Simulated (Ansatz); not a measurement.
An input meant for Be₁₁O₁₁⁺ (started as a model of: (BeO)11 cage of four- and six-membered rings) (charge 1, doublet).

```yaml
crystal:
  periodic: [true, true, true]
  atoms:
    - {symbol: Be, position_ang: [0.713861, 0.782643, -2.510204]}
    - {symbol: O, position_ang: [0.870673, 1.798452, -1.332141]}
    - {symbol: Be, position_ang: [-0.748573, 1.629837, -1.328143]}
    - {symbol: O, position_ang: [-0.896717, 0.871383, -2.703656]}
    - {symbol: Be, position_ang: [-0.773095, -0.666420, -2.355086]}
    - {symbol: O, position_ang: [0.866197, -0.785284, -2.434030]}
    - {symbol: Be, position_ang: [1.425328, -1.209079, -1.065549]}
    - {symbol: O, position_ang: [2.074876, -0.210603, 0.000607]}
    - {symbol: Be, position_ang: [1.507333, 1.264115, 0.000595]}
    - {symbol: O, position_ang: [0.869861, 1.798161, 1.333058]}
    - {symbol: Be, position_ang: [-0.749382, 1.629543, 1.328040]}
    - {symbol: O, position_ang: [-1.504712, 1.252937, -0.000324]}
    - {symbol: Be, position_ang: [-1.904041, -0.283337, -0.000609]}
    - {symbol: O, position_ang: [-1.543260, -1.296742, -1.188449]}
    - {symbol: Be, position_ang: [-0.761678, -2.045897, -0.000451]}
    - {symbol: O, position_ang: [0.768482, -2.223517, -0.000013]}
    - {symbol: Be, position_ang: [1.424677, -1.209316, 1.066154]}
    - {symbol: O, position_ang: [-1.543983, -1.297000, 1.187227]}
    - {symbol: Be, position_ang: [0.712335, 0.782094, 2.510805]}
    - {symbol: O, position_ang: [-0.898361, 0.870794, 2.703297]}
    - {symbol: Be, position_ang: [-0.774528, -0.666936, 2.354475]}
    - {symbol: O, position_ang: [0.864717, -0.785815, 2.434385]}
basis:
  gaussian: {orbitals: "6-31++G**", fitting: {mean_field: def2-universal-jkfit}}
total_charge: 1
magnetization: {spin_polarized: true, initial_magnetization: 1}
hamiltonian: {xc: {name: revPBE0}}
scf: {omitted_lower_state_checks: [starts]}
output: {forces: true}
```

```sh
$ ansatz run in.yaml --threads 4 --pin off --events-out ev --progress --plain --max-ram 9574MiB
```

Output, abridged:

```
Error: YAML parse error: error: line 2 column 3: crystal: missing field `lattice` (a structure is typed as `lattice` and `atoms`, a molecule's as `atoms` in Å alone, or read from a run's directory, `checkpoint`)
 --> <input>:2:3
1 | crystal:
2 |   periodic: [true, true, true]
3 |   atoms:
4 |     - {symbol: Be, position_ang: [0.713861, 0.782643, -2.510204]}
```

Problem. What is wrong with this run?

Solution. The species is marked periodic without a cell. The program refused the input.
